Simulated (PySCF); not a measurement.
A calculated (PW91, PySCF 2.14, x2c-TZVPPall, scalar relativity by spin-free X2C-1e) atom or ion has these occupied shells.

```json
{"shell": "1s α", "electrons": "1", "orbital energy (eV)": "-12520.2", "rms radius, mean of both spins (bohr)": "0.0508"}
{"shell": "1s β", "electrons": "1", "orbital energy (eV)": "-12520.1", "rms radius, mean of both spins (bohr)": "0.0508"}
{"shell": "2s α", "electrons": "1", "orbital energy (eV)": "-1632.0", "rms radius, mean of both spins (bohr)": "0.212"}
{"shell": "2s β", "electrons": "1", "orbital energy (eV)": "-1632.0", "rms radius, mean of both spins (bohr)": "0.212"}
{"shell": "2p α", "electrons": "3", "orbital energy (eV)": "-1439.2", "rms radius, mean of both spins (bohr)": "0.189"}
{"shell": "2p β", "electrons": "3", "orbital energy (eV)": "-1439.1", "rms radius, mean of both spins (bohr)": "0.189"}
{"shell": "3s α", "electrons": "1", "orbital energy (eV)": "-237.87", "rms radius, mean of both spins (bohr)": "0.615"}
{"shell": "3s β", "electrons": "1", "orbital energy (eV)": "-237.74", "rms radius, mean of both spins (bohr)": "0.615"}
{"shell": "3p α", "electrons": "3", "orbital energy (eV)": "-177.49", "rms radius, mean of both spins (bohr)": "0.638"}
{"shell": "3p β", "electrons": "3", "orbital energy (eV)": "-177.34", "rms radius, mean of both spins (bohr)": "0.638"}
{"shell": "3d α", "electrons": "5", "orbital energy (eV)": "-77.700", "rms radius, mean of both spins (bohr)": "0.700"}
{"shell": "3d β", "electrons": "5", "orbital energy (eV)": "-77.489", "rms radius, mean of both spins (bohr)": "0.700"}
{"shell": "4s β", "electrons": "1", "orbital energy (eV)": "-37.324", "rms radius, mean of both spins (bohr)": "1.79"}
{"shell": "4p α", "electrons": "3", "orbital energy (eV)": "-27.143", "rms radius, mean of both spins (bohr)": "2.10"}
```

(1) Name the element and its charge.

Answers

(1) Se(2+) (selenium, charge +2), in [Ar] 3d10 4s1 4p3, 4s spin antiparallel (an excited configuration).
